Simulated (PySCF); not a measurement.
# Working out the ionisation energy of Mg²⁺

Mg²⁺ [Ne] (1S) → Mg³⁺ [He] 2s2 2p5 (2P). Computed with PySCF 2.14 in def2-SVP (4s3p1d, 18 functions), with no relativity, point nucleus. Frozen: [He] 2s2. Energies in hartree (1 hartree = 27.21139 eV):

```tsv
part	Mg²⁺ (lower)	Mg³⁺ (upper)
UHF	-198.755930	-195.782063
CCSD correlation	-0.003911	-0.001011
(T)	-0.000081	-0.000006
```

Problem. What does Hartree-Fock give?

Solution. (-195.782063) − (-198.755930) = 2.973867 hartree = 80.923 eV.

Problem. What do CCSD and CCSD(T) give?

Solution. The CCSD correlation energies differ by 0.002900 hartree = 0.079 eV and the triples by 0.000075 hartree = 0.002 eV, so CCSD gives 81.002 eV and CCSD(T) 81.004 eV.

Reference: 80.144 eV (measured; NIST Atomic Spectra Database, ionization energies), between the lowest levels; spin-orbit coupling is absent from the calculation.

A double-zeta basis recovers only part of the correlation energy.

What remains against the reference includes basis incompleteness, the frozen core and higher excitations.
